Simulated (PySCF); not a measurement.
B(H)(Et)(OMe) (C3H9BO), SMILES CCBOC.

Geometry: r2SCAN-D4/def2-SVP. The structure was generated by enumeration, and PubChem lists no compound with its InChIKey, so it may never have been made. Other conformers were not sampled.

Two levels are set side by side: PBE/def2-TZVP (PySCF) and M06-2X/def2-TZVP (PySCF). Same geometry, gas phase. Differences are taken from unrounded values.

```
quantity                     M06-2X    PBE  PBE minus M06-2X
---------------------------  ------  -----  ----------------
orbital gap (eV)              10.23   5.62             -4.61
highest occupied level (eV)   -9.33  -6.56              2.77
lowest empty level (eV)        0.90  -0.94             -1.84
dipole moment (D)              1.83   1.88              0.05
mean polarisability (bohr³)    54.4   57.5               3.1
```

PBE's occupied levels lie high since its potential decays too fast outside the molecule; exact exchange lowers them and widens the gap. PBE's more diffuse valence density responds more strongly to a field. Differences between two approximate levels are no errors against the true value.

Rough cost on one machine, each run with all the roots and properties that it gave: M06-2X against PBE about 4 times.
